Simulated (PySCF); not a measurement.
A structure optimised at PBE0-D3(BJ)/def2-SVP, used in a PySCF frequency run:

```
In
H 1 1.7039
N 1 2.0062 2 129.97
H 3 1.0139 1 122.35 2 -21.35
H 3 1.0144 4 111.23 1 151.05
Br 1 2.4981 2 119.48 3 174.87
```
Charge 0, spin multiplicity 1.

### Question
Write its SMILES and formula.

### Answer
[NH2][InH][Br], BrH₃InN

### Question
What are its rotational constants (standard atomic weights)?

### Answer
9.7854, 1.4393, 1.2554 GHz
